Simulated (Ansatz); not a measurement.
The first iterations of a band of C$_{2}$H$_{6}$BClO (11 atoms, charge 0, multiplicity 1).

Theory: RKS CAM-B3LYP/6-31G in Ansatz.

```json
{
 "movable images": "7",
 "climbing image": "yes",
 "spring": "5.0 eV/Å²",
 "optimiser": "quadratic models (default)",
 "start path": "IDPP",
 "force threshold": "0.05 eV/Å",
 "iteration limit": "48",
 "end points": "relaxed"
}
```

First end point:

```xyz
11
Properties=species:S:1:pos:R:3
B 1.098 1.556 -0.525
C 0.001 0.589 0.024
Cl 0.344 0.707 -2.294
O 0.294 -0.574 0.552
C -0.740 -1.590 0.768
H 2.228 1.213 -0.395
H 0.814 2.712 -0.545
H -1.066 0.828 -0.021
H -1.723 -1.119 0.848
H -0.476 -2.104 1.688
H -0.709 -2.275 -0.080
```

Last end point:

```xyz
11
Properties=species:S:1:pos:R:3
B 1.081 1.602 -0.409
C 0.137 0.532 0.225
Cl -0.504 1.532 -1.793
O 0.374 -0.754 0.131
C -0.667 -1.738 0.440
H 2.063 1.204 -0.943
H 1.056 2.683 0.090
H -0.775 0.802 0.766
H -1.160 -2.000 -0.496
H -1.384 -1.320 1.151
H -0.156 -2.600 0.860
```

| iteration | highest image above the first end (eV) | largest band force component (eV/Å) |
| --- | --- | --- |
| 1 | 0.079 | 0.955 |
| 2 | 0.033 | 0.216 |

Task: Does the band converge within its limit, and where does its top end?

Result: The forces met the threshold. It ended after 5 iterations with the highest image 0.030 eV above the first end. A vibrational analysis at the climbing image gives one clearly imaginary mode, 110i cm⁻¹: a first-order saddle point. Limits of this set-up: no polarisation functions.

Run time: 2.7 min on 1 thread of Arm Neoverse V1, on a shared host, peak memory 0.16 GiB.
